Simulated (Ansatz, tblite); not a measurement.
Removing and adding an electron: AlGe19PH32, a doped nanocrystal cut from the lattice of germanium (Al and P 4.0 A apart). Total charge 0; singlet. Geometry: PBE-D4/def2-SVP. Ansatz, gas phase; energy differences of separate SCF runs; the oxidised species was run as a doublet alone; the reduced species was run as a doublet alone.

Cartesian coordinates in Å:
```
P -4.132 1.303 0.878
Ge -3.120 -2.386 -0.135
Ge -1.828 -1.339 -3.582
Ge -1.684 -0.308 3.538
Al -0.408 0.759 -0.271
Ge 0.856 2.542 3.280
Ge 2.006 -1.080 2.548
Ge 0.561 -3.170 -1.148
Ge 2.075 -2.035 -4.570
Ge 3.320 -0.134 -1.222
Ge 4.683 1.733 2.098
Ge -3.655 1.107 3.187
Ge -4.921 -0.726 -0.049
Ge -2.367 2.320 -0.388
Ge -1.152 -1.416 -1.225
Ge 0.047 -0.746 -5.040
Ge 0.162 0.485 2.137
Ge 1.583 1.577 -1.510
Ge 2.939 3.433 2.354
Ge 3.895 -0.389 1.149
Ge 2.593 -2.272 -2.183
H -5.286 2.151 0.850
H -3.775 -3.568 -0.914
H -2.918 -2.848 1.337
H -2.980 -0.303 -3.777
H -2.391 -2.727 -4.017
H -2.168 -1.761 3.260
H -1.435 -0.181 5.072
H -0.264 3.624 3.164
H 1.054 2.261 4.801
H 1.571 -2.543 2.244
H 2.440 -1.021 4.046
H 0.092 -4.418 -1.959
H 0.818 -3.632 0.315
H 1.875 -3.461 -5.168
H 3.270 -1.382 -5.327
H 4.648 0.246 -1.956
H 5.271 1.445 3.513
H 5.835 2.325 1.232
H -5.015 0.625 3.772
H -3.448 2.596 3.582
H -6.163 -1.039 0.836
H -5.416 -0.250 -1.444
H -3.177 2.548 -1.706
H -2.377 3.705 0.340
H -0.365 -0.987 -6.525
H 0.341 0.772 -4.881
H 2.201 2.914 -0.996
H 1.400 1.756 -3.048
H 2.634 4.084 0.976
H 3.474 4.559 3.292
H 5.054 -1.428 1.294
H 3.746 -3.319 -2.053
```

The xTB rows come from tblite. Single mean-field runs in def2-TZVP are fitted with def2-universal-jkfit. HOMO above LUMO, or a gap near zero within one spin, warns that the state may not be the lowest or that an electron is smeared out.

Estimate orbital energies and vertical ionisation energies and electron affinities at: GFN1-xTB; GFN2-xTB; HF/def2-TZVP; PBE-D4/def2-TZVP; PBE0-D4/def2-TZVP.


```csv
level,−HOMO (eV),vertical IE (eV),−LUMO (eV),vertical EA (eV),HOMO–LUMO gap (eV),IE − EA (eV),remarks
GFN1-xTB,11.46,12.68,8.65,7.34,2.82,5.33,–
GFN2-xTB,9.77,11.18,6.80,5.17,2.97,6.01,–
HF/def2-TZVP,8.66,7.28,-1.29,-0.62,9.95,7.90,–
PBE-D4/def2-TZVP,5.80,7.29,2.34,1.00,3.47,6.30,"HOMO above zero (-1 doublet), gap within one spin near zero (+1 doublet)"
PBE0-D4/def2-TZVP,6.68,7.67,1.64,0.78,5.04,6.89,HOMO above zero (-1 doublet)
```

   A HOMO above zero means that the electron is unbound at that level or that self-interaction error raises the level; the energy of removing that electron tells which. Raw xTB energy differences between charge states are shifted by several eV; the methods need an empirical correction for them. Sets without diffuse functions give affinities that are too small. A negative affinity means that the extra electron isn't bound; its size then hangs on the basis.
